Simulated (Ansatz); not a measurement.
Spectroscopic constants of CrH, multiplicity 6 (the spin of the measured ground state). No spin–orbit coupling. Cr is treated without relativity. The T1 diagnostic near the minimum is 0.119, so single-reference values are doubtful.

| level | bond energy D_e (kcal/mol) |
|---|---|
| SVWN5/def2-TZVPP | 60.25 |
| PBE/def2-TZVPP | 52.31 |
| r2SCAN/def2-TZVPP | 50.67 |
| B97M-V/def2-TZVPP | 50.35 |
| B3LYP/def2-TZVPP | 54.74 |
| PBE0/def2-TZVPP | 48.57 |
| BHLYP/def2-TZVPP | 51.26 |
| CAM-B3LYP/def2-TZVPP | 55.47 |
| wB97X-V/def2-TZVPP | 54.27 |
| wB97M-V/def2-TZVPP | 53.24 |
| CCSD/def2-TZVPP | 48.65 |
| CCSD/def2-QZVPP | 50.79 |
| CCSD(T)/def2-TZVPP | 50.00 |
| CCSD(T)/def2-QZVPP | 52.06 |

The rows run from 48.57 (PBE0/def2-TZVPP) to 60.25 kcal/mol (SVWN5/def2-TZVPP). From def2-TZVPP to def2-QZVPP CCSD(T) changes by 2.06. The 10 functionals in def2-TZVPP without D3 or D4 span 11.68, from PBE0 to SVWN5.

D_e counts from the fitted minimum to each atom's lowest state at the same level, without counterpoise.

Correlated levels freeze the inner cores; with def2 sets outer-core shells near the valence are correlated too.

Doubts at one or more of the structures used: T1 above 0.05 (CCSD/def2-TZVPP, CCSD/def2-QZVPP, CCSD(T)/def2-TZVPP, CCSD(T)/def2-QZVPP).

Programs: Ansatz (Gaussian basis) for Hartree–Fock, density functionals and correlated methods. Each number belongs to the level named beside it.

Ansatz is an electronic-structure program.
